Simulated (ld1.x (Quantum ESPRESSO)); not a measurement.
What one change does to a pseudopotential (Au (Z = 79), RRKJ)

ld1.x (Quantum ESPRESSO) 7.5 input, shortened:

```
&input
   title='Au', zed=79., rel=1, dft='PW91', iswitch=3,
   config='[Xe] 4f14 5d10 6s1 6p0'
 /
 &inputp
   pseudotype=2, tm=.false., lloc=2,
   nlcc=.false.
 /
3
5S  1  0   2.00   0.00  1.65  1.65  0.0
5P  2  1   6.00   0.00  1.30  1.30  0.0
5D  3  2  10.00   0.00  1.25  1.25  0.0
 &test
   configts(1)='5s2 5p6 5d10 6s1 6p0'
 /
```

Occupied shells without a wave of their own: 6s. They enter only through the test configuration that unscreens the potential.

All-electron outer shells of the reference configuration (PW91, scalar-relativistic, ld1.x):

| shell | level (eV) | outermost node (bohr) | outermost maximum (bohr) |
| --- | --- | --- | --- |
| 4d | -325.99 | 0.20 | 0.41 |
| 5s | -108.48 | 0.48 | 0.84 |
| 4f | -81.24 | – | 0.37 |
| 5p | -59.86 | 0.52 | 0.96 |
| 5d | -6.94 | 0.56 | 1.21 |
| 6s | -5.83 | 1.11 | 2.32 |
| 6p | -0.84 | 1.32 | 3.64 |

Change: core correction a·sin(br)/r model core inside 0.72 bohr (6s counted twice).

Cutoffs: the cutoffs (Ry, on a coarse ladder) from which the occupation-weighted sum of valence levels, in a spherical-Bessel basis at the reference potential, stays within 10 and 1 mRy of its value at 400 Ry; they do not see the model core or the augmentation charge, which bear on the density cutoff. Errors are all-electron minus pseudo energies relative to the spin-unpolarised reference configuration.

Q: Predict the effect on cutoff, ghosts and configuration errors.

A: The potential gets neither clearly harder nor softer (90 Ry and 140 Ry → 90 Ry and 140 Ry); both files keep a bound ghost (p); of the 7 tests that both files solve, the error grows in 3 and shrinks in 3 by more than 15 % and 0.3 meV (median size 124.0 → 53.2 meV). In the changed file ld1.x takes every shell without a wave as core, so the model core holds the 6s electrons as well and exchange and correlation see them twice. This cancels in the reference configuration, but the file is broken for other ones, and its errors say nothing about a proper core correction. A model core, the more so a compact one, raises the density cutoff, which this test does not measure.

| quantity | base | changed |
| --- | --- | --- |
| cutoff, loose | 90 Ry | 90 Ry |
| cutoff, tight | 140 Ry | 140 Ry |
| bound ghosts | p | p |
| largest miss of a reference level, eV | 0.10 | 0.10 |
| error for 5s2 5p6 5d10 6s0 6p0, meV [ΔE 9.49 eV] | +107 | +53 |
| error for 5s2 5p6 5d9 6s0 6p0, meV [ΔE 30.78 eV] | +124 | -22 |
| error for 5s2 5p6 5d8 6s0 6p0, meV [ΔE 64.73 eV] | +134 | -141 |
| error for 5s2 5p6 5d10 6s0.5 6p0, meV [ΔE 3.81 eV] | +50 | +37 |
| error for 5s1 5p6 5d10 6s1 6p0, meV [ΔE 115.36 eV] | -494 | -805 |
| error for 5s2 5p6 5d7 6s0 6p0, meV [ΔE 112.53 eV] | +127 | -302 |
| error for 5s2 5p6 5d9 6s1 6p0, meV [ΔE 12.19 eV] | +9.7 | -13 |
| s: phases at 1.80 bohr within 0.05 rad from the reference energy up to (Ry; the scan ends near 5) | 1.2 | 1.2 |
| p: phases at 1.80 bohr within 0.05 rad from the reference energy up to (Ry; the scan ends near 5) | 1.2 | 1.2 |
| d: phases at 1.80 bohr within 0.05 rad from the reference energy up to (Ry; the scan ends near 5) | to the end of the scan | to the end of the scan |

Base: The 6s level has no wave, so the channel is fitted at the deeper level alone: the likely source of the large errors. A true bound ghost makes a file unfit for plane-wave use even where its test errors are small: the radial tests pick states by their node count and pass the ghost by.
